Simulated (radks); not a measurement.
Results of a calculation; reference values are marked as such.
Neutral gadolinium inside a hard spherical wall (all orbitals vanish at R), configuration held at [Xe] 4f7 5d1 6s2 and not refilled when levels cross. Level of theory: scalar-relativistic Kohn-Sham, LDA (Slater exchange, VWN5 correlation), spin-polarised, spherical densities, finite nucleus; open shells are filled with parallel spins first (spin-orbit coupling, left out, can overturn this in heavy ions); Fermi nuclear charge, rms radius 5.1569 fm (a radial shooting solver on a logarithmic mesh with Libxc functionals). Eigenvalues in eV for spin up, with the zero of energy where the potential of the charges vanishes at infinity; a dash marks a level that is unbound or too diffuse for the functional's potential to be trusted. A positive occupied level is held by the wall or, in an anion where self-interaction has pushed it up, behind a barrier. The pressure on the wall is -dE/dV.

| R (bohr) | E (hartree) | kinetic (hartree) | e(5p) | e(4f) | e(6s) | e(5d) | e(6p, empty) | e(7s, empty) | pressure (GPa) |
|---|---|---|---|---|---|---|---|---|---|
| free | -11263.0793 | 12089.354 | -28.259 | -10.586 | -4.481 | -3.105 | -1.490 | -0.101 | 0 |
| 8 | -11263.0640 | 12089.462 | -27.640 | -9.950 | -3.954 | -2.558 | -0.439 | 5.623 | 0.554 |
| 7 | -11263.0382 | 12089.602 | -27.027 | -9.312 | -3.331 | -1.999 | 0.609 | 9.360 | 1.93 |
| 6 | -11262.9688 | 12089.921 | -25.925 | -8.142 | -1.954 | -0.927 | 2.785 | 16.273 | 7.17 |
| 3.5 | -11261.2726 | 12096.385 | -16.384 | 2.909 | 20.673 | 11.192 | 33.486 | 92.196 | 472 |
| 3 | -11259.3270 | 12103.592 | -9.400 | 10.938 | 41.481 | 20.850 | 58.851 | 146.64 | 1530 |
| 2.5 | -11254.3609 | 12121.010 | 5.453 | 26.361 | 86.534 | 41.095 | 110.72 | 250.87 | 5930 |
| 1.5 | -11185.7097 | 12329.124 | 166.56 | 135.60 | 505.01 | 237.43 | 556.42 | 1054.8 | 216000 |
